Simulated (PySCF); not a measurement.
C2H5FSi2, SMILES F[Si@H](C#C)[SiH3]. Coordinates come from a PBE-D3(BJ)/def2-SVP optimisation. The structure was generated by enumeration; whether it is a known compound was not checked.

Task: Give the equilibrium geometry at PBE-D3(BJ)/def2-SVP (PySCF confirms it by a frequency run) as bond lengths and angles. (An estimate is asked for; the answer gives what the named calculation found.)

Result: 
Atoms: C1 C2 Si3 F4 Si5 H6 H7 H8 H9 H10. Bonded distances (Å): C1–C2 1.229, C1–H6 1.083, C2–Si3 1.833, Si3–F4 1.645, Si3–Si5 2.350, Si3–H7 1.501, Si5–H8 1.505, Si5–H9 1.504, Si5–H10 1.506. Bond angles (°): C2–C1–H6 179.5, C1–C2–Si3 176.9, C2–Si3–F4 109.1, C2–Si3–Si5 108.8, C2–Si3–H7 109.0, F4–Si3–Si5 108.9, F4–Si3–H7 107.6, Si5–Si3–H7 113.3, Si3–Si5–H8 110.7, Si3–Si5–H9 109.6, Si3–Si5–H10 108.8, H8–Si5–H9 109.4, H8–Si5–H10 109.1, H9–Si5–H10 109.3.
